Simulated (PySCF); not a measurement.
[PySCF 2.14: NMR shieldings at PBE0/pcSseg-1/GIAO; GFN2-xTB geometry; relativity neglected; no solvent model; one conformer; one averaged value for each set of equivalent atoms]

Scale: ¹H (31.72 ppm) and ¹³C (186.93 ppm) against TMS (reference shieldings calculated alike). Shifts are as computed. Against solution values, carbons near 30 ppm lie about +3 ppm off and those near 130 ppm about +5 ppm; carbons on Cl a further +6 ppm. Of 1211 compounds with measured shifts, 218 miss one by over three times the rms of a fit or turn the order of signals round; such compounds aren't used in these exercises. Carbons bonded to Cl come out too deshielded.

(1) Order these molecules by the shift of their most shielded carbon, lowest δ first.
A. COC(=O)c1cnn(C)n1
B. C=Cn1nc(C)c(C)n1
C. O=C(Cl)c1ccc(Cl)cc1

(2) How many ¹³C and ¹H signals does each give (equivalence by symmetry and fast rotation, but not about amide C–N or C=N bonds)? `Cc1cn(C2CC2)nn1`, `O=C(Cl)c1ccc(Cl)cc1`, `C=Cn1nc(C)c(C)n1`, `COC(=O)c1cnn(C)n1`

## Answers

(1) B (12.6 ppm, methyl carbon on an aromatic ring), A (42.0 ppm, methyl carbon bonded to N), C (134.2 ppm, substituted aromatic carbon).

(2) Cc1cn(C2CC2)nn1: 5 C, 5 H; O=C(Cl)c1ccc(Cl)cc1: 5 C, 2 H; C=Cn1nc(C)c(C)n1: 4 C, 4 H; COC(=O)c1cnn(C)n1: 5 C, 3 H.
